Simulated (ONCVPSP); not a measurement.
# Configuration tests for La (ONCV)

La (Z = 57), optimised norm-conserving Vanderbilt (ONCV), made with ONCVPSP 4.0.1 (PBE, scalar-relativistic). Core [Kr] 4d10, reference 5s2 5p6 5d1 6s2. Waves: 5s+6s: rc 2.30 bohr, ncon 4, nbas 9, qcut 5.9 1/bohr, 2 projectors; 5p: rc 1.85 bohr, ncon 3, nbas 6, qcut 4.1 1/bohr, 2 projectors, debl 0.5 Ha; 5d: rc 3.35 bohr, ncon 3, nbas 7, qcut 5.6 1/bohr, 3 projectors, debl 1.8 Ha; f scattering state at 0.27 Ha: rc 3.30 bohr, ncon 4, nbas 8, qcut 3.8 1/bohr, 3 projectors, debl 0.6 Ha. Local part: polynomial inside 1.70 bohr (lpopt 5, dvloc0 0 Ha). Core correction: polynomial model core, fcfact 0.25.

In the p channel the program set the typed energies aside and used -0.823, 0.250 Ha. In the f channel the program set the typed energies aside and used -0.160, 0.440, 1.040 Ha.

Energies are relative to the spin-unpolarised reference configuration 5s2 5p6 5d1 6s2; without spin polarisation the order of configurations can differ from experiment.

```json
{"valence configuration": "5s2 5p6 5d1 6s1", "charge": "+1", "ΔE all-electron (eV)": "5.966", "error AE − PS (meV)": "-1.3"}
{"valence configuration": "5s2 5p6 5d1 6s0", "charge": "+2", "ΔE all-electron (eV)": "16.854", "error AE − PS (meV)": "-4.8"}
{"valence configuration": "5s2 5p6 5d0 6s0", "charge": "+3", "ΔE all-electron (eV)": "35.804", "error AE − PS (meV)": "+1.4"}
{"valence configuration": "5s2 5p6 5d2 6s0", "charge": "+1", "ΔE all-electron (eV)": "6.034", "error AE − PS (meV)": "-10"}
```

Note: no bound ghost flagged; GHOST(+) flagged for f at 37.2 eV, s at 75.8 eV, f at 238.7 eV, f at 525.4 eV.
